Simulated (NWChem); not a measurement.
System: C3H7NS; SMILES C/N=C\SC

Parts of the log:

```
             Northwest Computational Chemistry Package (NWChem) 7.3.0
             --------------------------------------------------------

 C1  symmetry detected

                             Geometry "geometry" -> ""
                             -------------------------

 Output coordinates in angstroms (scale by  1.889725989 to convert to a.u.)

  No.       Tag          Charge          X              Y              Z
 ---- ---------------- ---------- -------------- -------------- --------------
    1 C                    6.0000    -0.55322278    -2.30190462     0.05710397
    2 N                    7.0000     0.73517812    -1.63314072    -0.01156044
    3 C                    6.0000     0.79134453    -0.37034670    -0.04995071
    4 S                   16.0000    -0.58309703     0.78901976    -0.04788295
    5 C                    6.0000     0.35160054     2.35789977     0.07379001
    6 H                    1.0000    -1.29734254    -1.75303757     0.65460036
    7 H                    1.0000    -0.42013596    -3.29764419     0.49043890
    8 H                    1.0000    -0.96070214    -2.43069203    -0.95493718
    9 H                    1.0000     1.76736794     0.11976797    -0.10743443
   10 H                    1.0000     1.08641012     2.43864402    -0.73177690
   11 H                    1.0000    -0.37640195     3.16528431    -0.03339892
   12 H                    1.0000     0.84577640     2.45145567     1.04389886

 Effective nuclear repulsion energy (a.u.)     218.6195475329

                                Z-matrix (autoz)
                                --------

 Units are Angstrom for bonds and degrees for angles

[...]

      ----------------------
      Optimization converged
      ----------------------

  Step       Energy      Delta E   Gmax     Grms     Xrms     Xmax
  ---- ---------------- -------- -------- -------- -------- --------
@   15    -568.53680736 -5.3D-08  0.00001  0.00001  0.00038  0.00117
                                     ok       ok       ok       ok

                                Z-matrix (autoz)
                                --------

 Units are Angstrom for bonds and degrees for angles

[...]

 Rotational Constants
 --------------------
 A=   0.368545 cm-1  (  0.530242 K)
 B=   0.068153 cm-1  (  0.098055 K)
 C=   0.059002 cm-1  (  0.084890 K)

 Temperature                      =   298.15K
 frequency scaling parameter      =   1.0000

 Zero-Point correction to Energy  =   61.292 kcal/mol  (  0.097676 au)
 Thermal correction to Energy     =   65.898 kcal/mol  (  0.105014 au)
 Thermal correction to Enthalpy   =   66.490 kcal/mol  (  0.105958 au)

 Total Entropy                    =   85.827 cal/mol-K
   - Translational                =   39.354 cal/mol-K (mol. weight =  89.0299)
   - Rotational                   =   26.478 cal/mol-K (symmetry #  =        1)
   - Vibrational                  =   19.995 cal/mol-K

 Cv (constant volume heat capacity) =   22.839 cal/mol-K
   - Translational                  =    2.979 cal/mol-K
   - Rotational                     =    2.979 cal/mol-K
   - Vibrational                    =   16.880 cal/mol-K

[normal modes left out]

 ----------------------------------------------------------------------------
 Normal Eigenvalue ||           Projected Infra Red Intensities
  Mode   [cm**-1]  || [atomic units] [(debye/angs)**2] [(KM/mol)] [arbitrary]
 ------ ---------- || -------------- ----------------- ---------- -----------
    1       -0.000 ||    0.000274           0.006         0.267       0.145
    2       -0.000 ||    0.000144           0.003         0.140       0.076
    3       -0.000 ||    0.000013           0.000         0.012       0.007
    4       -0.000 ||    0.000007           0.000         0.007       0.004
    5       -0.000 ||    0.000044           0.001         0.043       0.023
    6        0.000 ||    0.000021           0.000         0.021       0.011
    7       35.513 ||    0.001891           0.044         1.843       1.003
    8       83.116 ||    0.000654           0.015         0.637       0.347
    9       88.931 ||    0.003364           0.078         3.280       1.784
   10      178.940 ||    0.005753           0.133         5.608       3.051
   11      247.261 ||    0.001597           0.037         1.557       0.847
   12      439.291 ||    0.014839           0.342        14.466       7.869
   13      476.642 ||    0.012618           0.291        12.301       6.691
   14      644.895 ||    0.025655           0.592        25.010      13.605
   15      698.937 ||    0.109647           2.530       106.890      58.146
   16      872.693 ||    0.012481           0.288        12.167       6.619
   17      902.890 ||    0.019073           0.440        18.594      10.115
   18      982.469 ||    0.007502           0.173         7.313       3.978
   19     1005.750 ||    0.008526           0.197         8.312       4.521
   20     1141.806 ||    0.000454           0.010         0.443       0.241
   21     1161.500 ||    0.004258           0.098         4.151       2.258
   22     1326.889 ||    0.059610           1.375        58.111      31.611
   23     1394.753 ||    0.001152           0.027         1.123       0.611
   24     1465.564 ||    0.027072           0.625        26.391      14.357
   25     1535.203 ||    0.020088           0.463        19.583      10.653
   26     1542.981 ||    0.013389           0.309        13.052       7.100
   27     1547.975 ||    0.007433           0.171         7.246       3.941
   28     1561.780 ||    0.012562           0.290        12.246       6.662
   29     1723.956 ||    0.204879           4.727       199.726     108.648
   30     3023.682 ||    0.018555           0.428        18.088       9.840
   31     3086.512 ||    0.018144           0.419        17.688       9.622
   32     3099.845 ||    0.018868           0.435        18.394      10.006
   33     3123.187 ||    0.016065           0.371        15.661       8.519
   34     3133.219 ||    0.021829           0.504        21.280      11.576
   35     3178.738 ||    0.006838           0.158         6.666       3.626
   36     3190.142 ||    0.003558           0.082         3.468       1.887
 ----------------------------------------------------------------------------
```

Level: B3LYP/3-21G. B3LYP is NWChem's, with the RPA form of VWN correlation.

Question: Write an input that gives this output.

Answer: One answer among several that fit: the input that was run:
```
start job
memory heap 200 mb stack 900 mb global 1100 mb
geometry units angstroms
  C     -0.553536    -2.293271     0.037278
  N      0.729174    -1.620060    -0.078389
  C      0.781026    -0.356680    -0.099826
  S     -0.594295     0.798804    -0.018750
  C      0.341728     2.368162     0.085292
  H     -1.271401    -1.755601     0.675676
  H     -0.399265    -3.295147     0.448901
  H     -1.005442    -2.407693    -0.957479
  H      1.752528     0.136889    -0.193164
  H      1.039751     2.463179    -0.750853
  H     -0.391955     3.175120     0.023043
  H      0.878447     2.448231     1.033762
end
basis spherical
  * library 3-21g
end
dft
  xc b3lyp
  iterations 150
end
driver
  maxiter 120
end
task dft optimize
task dft freq
```
